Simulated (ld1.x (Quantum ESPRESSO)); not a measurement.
**revPBE TM dataset for Pt (Z = 78), scalar-relativistic all-electron reference.**

ld1.x (Quantum ESPRESSO) 7.5 input, shortened:

```
&input
   title='Pt', zed=78., rel=1, dft='REVPBE', iswitch=3,
   config='[Xe] 4f14 5d9 6s0 6p0'
 /
 &inputp
   pseudotype=2, tm=.true., lloc=0,
   nlcc=.true., rcore=0.55
 /
3
5P  2  1   6.00   0.00  1.95  1.95  0.0
5D  3  2   9.00   0.00  1.20  1.20  0.0
5S  1  0   2.00   0.00  1.70  1.70  0.0
 &test
   configts(1)='5s2 5p6 5d9 6s0 6p0'
 /
```

All-electron outer shells of the reference configuration (revPBE, scalar-relativistic, ld1.x):

```json
{"shell": "5s", "level (eV)": "-109.93", "outermost node (bohr)": "0.49", "outermost maximum (bohr)": "0.87"}
{"shell": "4f", "level (eV)": "-78.14", "outermost node (bohr)": "–", "outermost maximum (bohr)": "0.38"}
{"shell": "5p", "level (eV)": "-64.21", "outermost node (bohr)": "0.53", "outermost maximum (bohr)": "0.98"}
{"shell": "5d", "level (eV)": "-14.22", "outermost node (bohr)": "0.57", "outermost maximum (bohr)": "1.26"}
{"shell": "6s", "level (eV)": "-12.74", "outermost node (bohr)": "1.14", "outermost maximum (bohr)": "2.30"}
{"shell": "6p", "level (eV)": "-6.59", "outermost node (bohr)": "1.35", "outermost maximum (bohr)": "3.14"}
```

What the tests gave:

```
Ghost test               : ghost state, extra bound levels that the all-electron valence spectrum of the same l lacks: s at -17.6 eV; a true bound ghost makes a file unfit for plane-wave use (spherical-Bessel basis up to 400 Ry, 20 bohr box)
Largest excitation error : +9134 meV (all-electron minus pseudo) for 5s2 5p6 5d8 6s2 6p0, out of 7 test configurations
```

Generation and tests took about 2.2 s on one core of a shared server CPU.
